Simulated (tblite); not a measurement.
Compound: C3H7FOSi.
Structure used (GFN2-xTB), in Å, numbered top down from 1:
```
atom  x, y, z in Å
F1    -2.528    1.595    0.736
C2    -2.220    0.535   -0.096
C3    -0.748    0.295   -0.117
C4    -0.188   -0.815    0.343
O5     1.116   -1.097    0.355
Si6    2.446   -0.257   -0.090
H7    -2.597    0.815   -1.087
H8    -2.767   -0.332    0.287
H9    -0.135    1.098   -0.499
H10   -0.788   -1.628    0.742
H11    2.394    0.060   -1.518
H12    3.452   -1.251    0.247
H13    2.559    0.982    0.679
```

Method: GFN2-xTB as coded in tblite; computed harmonic values from a numerical Hessian at the method's own geometry, unscaled. The method is semi-empirical: single wavenumbers can be off by several per cent or more. Modes of hydrogen on silicon can be 10 to 20 % off. One conformer, not necessarily the lowest.

Harmonic wavenumbers (cm⁻¹): 56.1, 87.4, 125.3, 129.0, 244.3, 304.3, 431.4, 542.3, 599.4, 654.6, 743.1, 749.9, 756.6, 801.7, 818.7, 934.8, 984.1, 993.6, 1110.0, 1197.6, 1220.5, 1253.5, 1298.2, 1319.3, 1435.6, 1712.1, 2244.8, 2273.0, 2353.6, 2923.3, 2954.3, 3017.1, 3092.7.

A = 8934, B = 1061, C = 998.9 MHz; mass 106.025 u (most abundant isotopes); point group C1, symmetry number 1.

**Question.** What is the zero-point energy?

**Answer.** ½Σν̃ = 19681 cm⁻¹ = 56.27 kcal/mol.

**Question.** Give the ideal-gas entropy at 400 K and 1 bar in the rigid-rotor, harmonic-oscillator model (classical rotation).

**Answer.** Translation 41.38, rotation 28.80, vibration 28.75: S = 98.9 cal/(mol K).

**Question.** And Cp and H(400 K) − H(0)?

**Answer.** Cp = 36.43 cal/(mol K), of which vibrations give 28.49 (their classical limit is 33 R = 65.6); H(400 K) − H(0) = 9.06 kcal/mol without the zero-point energy, 5.88 from vibrations.

**Question.** How do the functions run with temperature in this model?

**Answer.** 
| T (K) | S (cal/(mol K)) | Cp (cal/(mol K)) | H − H(0) (kcal/mol) | G − H(0) (kcal/mol) | ln q(vib) |
| --- | --- | --- | --- | --- | --- |
| 100 | 65.8 | 16.1 | 1.20 | -5.38 | 1.32 |
| 200 | 78.9 | 22.5 | 3.12 | -12.66 | 3.31 |
| 300 | 89.4 | 29.8 | 5.74 | -21.09 | 5.21 |
| 500 | 107.7 | 41.9 | 12.99 | -40.85 | 8.90 |
| 800 | 130.0 | 53.1 | 27.40 | -76.63 | 14.12 |
| 1000 | 142.4 | 57.9 | 38.53 | -103.91 | 17.31 |

q(vib) and H(0) count from the zero-point level.

**Question.** Blend soft modes into free rotors: weight 1/[1 + (100 cm⁻¹/ν̃)⁴] for the oscillator and the rest for a rotor with moment μB/(μ + B), μ = h/(8π²ν), B = 10⁻⁴⁴ kg m². What vibrational entropy results?

**Answer.** 26.44 cal/(mol K) in place of 28.75, which changes −T·S at 400 K by +0.93 kcal/mol.

**Question.** What must be added to the electronic energy to get the Gibbs energy at 400 K and 1 bar?

**Answer.** ZPE + [H(400 K) − H(0)] − T·S = 56.27 + 9.06 − 39.57 = 25.76 kcal/mol.

Hindered rotation and anharmonicity are outside this model. Other conformers, if any are populated, would add a mixing term that is left out. The structure is chiral; the term R ln 2 for an equal mix with its mirror image is left out.

Hardware: an Arm Neoverse V1 with one thread, no GPU, shared host. Cost: 0.31 s wall. This covers the Hessian and the dipole derivatives.
